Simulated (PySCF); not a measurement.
Spinor energies of Mg⁸⁺ (magnesium, charge +8)

Start: [He] 2s2. Calculated with PySCF 2.14 in an uncontracted even-tempered set (18 s from 0.97 bohr⁻², ratio 2.4; 10 p from 1.3 bohr⁻², ratio 2.4; 5 d from 4.5 bohr⁻², ratio 2.6; 5 f from 6.7 bohr⁻², ratio 2.6): generalised Hartree-Fock with the X2C-1e Hamiltonian and a Gaussian nucleus; one run each with spin-orbit coupling (SO) switched off, then screened by Boettger's factors.

| spinor shell | electrons | ε, spin-free (eV) | ε, screened SO (eV) | weight of nominal j (screened SO) | rms radius, screened SO (bohr) |
| --- | --- | --- | --- | --- | --- |
| 1s1/2 | 2 | -1648.6 | -1648.6 | 1.000 | 0.149 |
| 2s1/2 | 2 | -324.25 | -324.25 | 1.000 | 0.620 |

| quantity | spin-free | screened SO |
| --- | --- | --- |
| E (hartree) | -162.26371 | -162.26371 |
| M_J | 0 | 0 |
| ⟨J²⟩ | 0.000 | 0.000 |
| ⟨L²⟩ | 0.000 | 0.000 |
| ⟨S²⟩ | 0.000 | 0.000 |

Without spin-orbit coupling the j labels of p, d and f shells carry no meaning; the spin-free column gives the mean over the occupied spinors of each nl shell.
